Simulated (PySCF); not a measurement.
## How the method moves the HOMO and LUMO of `C=CC#CB(Cl)Cl`

Species: C4H3BCl2.
Cartesian coordinates in Å at the PBE0-D3(BJ)/def2-SVP level; atoms count from 1:
```
atom  x, y, z in Å
C1    -2.3673   -0.0738   -0.1492
C2    -1.2698   -0.8413   -0.0521
C3     0.0503   -0.3250   -0.0780
C4     1.1977    0.1006   -0.0981
B5     2.6032    0.6382   -0.1244
Cl6    3.9742   -0.4370    0.0621
Cl7    2.8941    2.3519   -0.3420
H8    -2.2937    1.0114   -0.2562
H9    -3.3652   -0.5180   -0.1221
H10   -1.3702   -1.9279    0.0550
```

Basis pcSseg-1 throughout (PySCF), one geometry. Isolated species at its PBE0-D3(BJ)/def2-SVP geometry, gas phase.

**Question.** How do the orbital energies, the gap and the dipole change with the method?

**Answer.** 
| method | kind | HOMO (eV) | LUMO (eV) | gap (eV) | μ (D) | SCF cycles |
| --- | --- | --- | --- | --- | --- | --- |
| B97-D | GGA | -6.70 | -3.29 | 3.40 | 3.19 | 16 |
| KT3 | GGA | -6.75 | -3.36 | 3.39 | 3.18 | 15 |
| OPBE | GGA | -6.76 | -3.36 | 3.40 | 3.21 | 15 |
| KT2 | GGA | -6.78 | -3.42 | 3.36 | 3.24 | 15 |
| mPW1PW91 | global hybrid | -7.83 | -2.68 | 5.15 | 3.34 | 14 |
| wB97X-D | range-separated hybrid | -9.56 | -0.99 | 8.58 | 3.36 | 14 |
| HF | Hartree–Fock | -9.95 | 0.89 | 10.84 | 3.67 | 12 |

The HOMO spans 3.25 eV, from B97-D down to HF, and the gap runs from 3.36 eV (KT2) to 10.84 eV (HF). Over the methods B97-D (0 %), KT3 (0 %), OPBE (0 %), KT2 (0 %), mPW1PW91 (25 %), HF (100 %), a straight line through the gap against the share of exact exchange rises by 0.74 eV for each 10 % (correlation coefficient 1.000). The dipole ranges from 3.18 D (KT3) to 3.67 D (HF). This basis has no diffuse functions.
